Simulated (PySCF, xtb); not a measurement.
Cl2H5NSi2, SMILES N[SiH2][SiH](Cl)Cl.

GFN2-xTB run with xtb at its own geometry gives an orbital gap of 4.14 eV and a dipole moment of 1.47 D.

Coordinates come from a B3LYP-D3(BJ)/def2-SVP optimisation. The structure was generated by enumeration, and PubChem lists no compound with its InChIKey, so it may never have been made. One conformer was computed; it need not be the lowest.

### Question
What does PBE/def2-TZVP run with PySCF give? (An estimate is asked for; the answer gives what the named calculation found.)

### Answer
gap 4.47 eV (levels -6.11 and -1.64 eV), dipole 1.01 D.
